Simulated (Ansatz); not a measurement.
Geometry optimisation, RKS PBE0/def2-SVPD (Ansatz 0.2.0).

Input file:

```yaml
crystal:
  periodic: [false, false, false]
  atoms:
    - { symbol: B, position_ang: [0.01946, 0.628218, -0.228449] }
    - { symbol: H, position_ang: [0.07152, -0.577456, 1.842466] }
    - { symbol: C, position_ang: [1.391497, 0.083843, -0.743655] }
    - { symbol: H, position_ang: [1.425474, -1.012843, -0.681997] }
    - { symbol: H, position_ang: [1.499897, 0.33317, -1.811739] }
    - { symbol: H, position_ang: [2.264701, 0.492449, -0.216646] }
    - { symbol: F, position_ang: [-1.108991, -0.022122, -0.529713] }
    - { symbol: O, position_ang: [-0.170245, 1.801338, 0.476247] }
    - { symbol: H, position_ang: [0.642518, 2.285382, 0.637699] }
    - { symbol: H, position_ang: [-0.081232, 0.11852, 1.922988] }
basis:
  gaussian: { orbitals: def2-SVPD }
hamiltonian:
  xc: pbe0
relax:
  f_tol: 0.03
  max_steps: 50
```

Run as:

```bash
$ ansatz run input.yaml --threads 4 --pin off --max-ram 5120MiB --backend cpu --events-out ev --progress --plain --runs-dir out
```

Task: Where does it end, and by what steps?

Result: The forces met the threshold. The force dipped under the threshold on the way, but the program's further checks kept it going. After 35 steps the energy has fallen by 0.192 eV; H10 moved furthest, 1.02 Å.

| step | energy less start (eV) | largest force component (eV/Å) | accepted |
| --- | --- | --- | --- |
| 0 | 0.0000 | 1.769 | yes |
| 2 | -0.1714 | 0.216 | yes |
| 4 | -0.1837 | 0.109 | yes |
| 6 | -0.1849 | 0.078 | yes |
| 8 | -0.1873 | 0.052 | yes |
| 10 | -0.1870 | 0.228 | no |
| 12 | -0.1874 | 0.199 | no |
| 14 | -0.1886 | 0.106 | no |
| 16 | -0.1894 | 0.041 | yes |
| 18 | -0.1897 | 0.049 | yes |
| 20 | -0.1898 | 0.109 | no |
| 22 | -0.1902 | 0.051 | yes |
| 24 | -0.1905 | 0.051 | yes |
| 26 | -0.1907 | 0.075 | yes |
| 28 | -0.1910 | 0.031 | yes |
| 30 | -0.1913 | 0.063 | yes |
| 32 | -0.1916 | 0.064 | yes |
| 34 | -0.1918 | 0.059 | yes |
| 35 | -0.1919 | 0.018 | yes |

```xyz
10
Properties=species:S:1:pos:R:3
B 0.080 0.848 -0.346
H 0.109 -0.816 2.528
C 1.411 0.174 -0.825
H 1.516 -0.816 -0.355
H 1.366 -0.006 -1.910
H 2.318 0.756 -0.612
F -1.077 0.195 -0.526
O -0.039 2.061 0.242
H 0.793 2.520 0.367
H -0.523 -0.786 2.105
```

Whether the end is a true minimum wasn't checked by a vibrational analysis.

Time of the run: 53 s on 4 threads of Intel(R) Xeon(R) Platinum 8488C (Sapphire Rapids) (shared host), peak memory 0.31 GiB.
